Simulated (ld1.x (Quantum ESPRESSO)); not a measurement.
# Before and after: PAW potential for Ni (Z = 28)

```json
{"Element": "Ni (Z = 28)", "Generator": "ld1.x (Quantum ESPRESSO) 7.5", "Type": "PAW", "Functional": "revPBE", "Relativity": "scalar-relativistic", "Frozen core": "[Ar]", "Valence charge": "10", "Reference configuration": "3d8 4s2 4p0", "Partial waves": "4s (bound): rcut 1.60, rcutus 2.20 bohr; 4s channel at 0.25 Ry: rcut 1.60, rcutus 2.20 bohr; 4p (bound, empty): rcut 1.65, rcutus 2.20 bohr; 4p channel at 1.85 Ry: rcut 1.65, rcutus 2.20 bohr; 3d (bound): rcut 0.95, rcutus 1.25 bohr; 3d channel at -0.05 Ry: rcut 0.95, rcutus 1.25 bohr", "Local potential": "all-electron potential smoothed inside 1.40 bohr (lloc = -2)", "Core correction": "Bessel-smoothed model core, default radius (core density twice the valence density)", "Augmentation charge": "PSQ, inside the norm-conserving radii"}
```

Change: waves 4p (bound): rcut 1.65, rcutus 1.80 bohr; 4p channel at 1.85 Ry: rcut 1.65, rcutus 1.80 bohr.

Cutoffs: the cutoffs (Ry, on a coarse ladder) from which the occupation-weighted sum of valence levels, in a spherical-Bessel basis at the reference potential, stays within 10 and 1 mRy of its value at 400 Ry; they do not see the model core or the augmentation charge, which bear on the density cutoff. Errors are all-electron minus pseudo energies relative to the spin-unpolarised reference configuration.

Question: What does the change do?

Answer: The potential gets neither clearly harder nor softer (70 Ry and 120 Ry → 70 Ry and 120 Ry); a bound ghost appears in p, which as a rule spoils a file; the errors of the 7 common tests hardly move.

```csv
quantity,base,changed
"cutoff, loose",70 Ry,70 Ry
"cutoff, tight",120 Ry,120 Ry
bound ghosts,none,p
"error for 3d8 4s1 4p0, meV [ΔE 9.22 eV]",-2.5,-2.5
"error for 3d8 4s0 4p0, meV [ΔE 26.40 eV]",-11,-11
"error for 3d7 4s0 4p0, meV [ΔE 63.75 eV]",-214,-214
"error for 3d9 4s0 4p0, meV [ΔE 6.17 eV]",-103,-103
"error for 3d8 4s0 4p1, meV [ΔE 14.87 eV]",-5.1,-5.7
"error for 3d8.5 4s1.5 4p0, meV [ΔE -1.19 eV]",-19,-19
"error for 3d9 4s1 4p0, meV [ΔE -1.61 eV]",-63,-63
s: phases at 2.40 bohr within 0.05 rad from the reference energy up to (Ry; the scan ends near 5),3.9,3.9
p: phases at 2.40 bohr within 0.05 rad from the reference energy up to (Ry; the scan ends near 5),to the end of the scan,to the end of the scan
d: phases at 2.40 bohr within 0.05 rad from the reference energy up to (Ry; the scan ends near 5),to the end of the scan,to the end of the scan
lowest overlap eigenvalue by channel,"s 0.38, p 0.60, d 0.95","s 0.38, p 0.72, d 0.95"
```

 A true bound ghost makes a file unfit for plane-wave use even where its test errors are small: the radial tests pick states by their node count and pass the ghost by.
